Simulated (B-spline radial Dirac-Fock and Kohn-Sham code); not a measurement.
## Dipole and non-dipole photoemission parameters of Te⁵⁺ 4p3/2

System: tellurium as Te⁵⁺ in the configuration [Kr] 4d10 5s1; threshold 181.0 eV (orbital energy of the model). Calculated with a radial B-spline solver, using Dirac-Hartree-Slater photoionisation with a Latter tail; cross sections with all multipoles, angular parameters from the dipole term and its interference with E2.

Input of the calculation (task.json; shells as n, l, electrons):

```json
{"items": [{
  "Z": 52,
  "q": 5,
  "cfg": [[1, 0, 2], [2, 0, 2], [2, 1, 6], [3, 0, 2], [3, 1, 6], [3, 2, 10], [4, 0, 2], [4, 1, 6], [4, 2, 10], [5, 0, 1]],
  "A": 130,
  "rrms": 4.7423,
  "do": "xps",
  "hv": [53.9, 60, 73.1, 120.0, 150, 198.0, 206.0, 282.0, 300, 652.0, 800, 945.0, 1000, 1040.0, 1460.0, 1800.0, 1910.0, 2000, 2350.0, 2470.0, 2580.0, 2920.0, 2984.4, 3350.0, 3710.0, 5414.7, 5740.0, 6130.0, 9510.0]
}]}
```

Launch: `python xray2_run.py task.json out`

For linearly polarised light dσ/dΩ = σ/(4π) [1 + β P₂(cos θ) + (δ + γ cos²θ) sin θ cos φ], with θ from the polarisation vector and φ the angle between the beam and the projection of the electron momentum on the plane normal to the polarisation.

| hν (eV) | σ (kb) | β | γ | δ |
| --- | --- | --- | --- | --- |
| 198 | 320 | -0.253 | -0.084 | 0.024 |
| 206 | 311 | -0.101 | -0.098 | 0.034 |
| 282 | 267 | 0.729 | 0.068 | 0.045 |
| 300 | 256 | 0.836 | 0.109 | 0.041 |
| 652 | 110 | 1.535 | 0.154 | 0.004 |
| 800 | 81.4 | 1.609 | 0.085 | 0.001 |
| 945 | 62.7 | 1.653 | 0.033 | 0.001 |
| 1000 | 57.2 | 1.664 | 0.018 | 0.001 |
| 1040 | 53.6 | 1.671 | 0.008 | 0.001 |
| 1460 | 29.4 | 1.708 | -0.030 | 0.001 |
| 1800 | 19.8 | 1.712 | -0.007 | 0.003 |
| 1910 | 17.6 | 1.711 | 0.006 | 0.003 |
| 2000 | 16.0 | 1.710 | 0.019 | 0.003 |
| 2350 | 11.6 | 1.700 | 0.079 | 0.005 |
| 2470 | 10.4 | 1.696 | 0.102 | 0.005 |
| 2580 | 9.49 | 1.692 | 0.124 | 0.005 |
| 2920 | 7.27 | 1.678 | 0.196 | 0.007 |
| 2984.4 | 6.93 | 1.675 | 0.210 | 0.007 |
| 3350 | 5.36 | 1.658 | 0.289 | 0.009 |
| 3710 | 4.26 | 1.641 | 0.367 | 0.011 |
| 5414.7 | 1.73 | 1.561 | 0.714 | 0.022 |
| 5740 | ? | ? | ? | ? |
| 6130 | 1.26 | 1.528 | 0.845 | 0.028 |
| 9510 | 0.395 | 1.390 | 1.342 | 0.059 |

Q: Give the values at 5740 eV.

A: σ = 1.49 kb, β = 1.546, γ = 0.775, δ = 0.025.
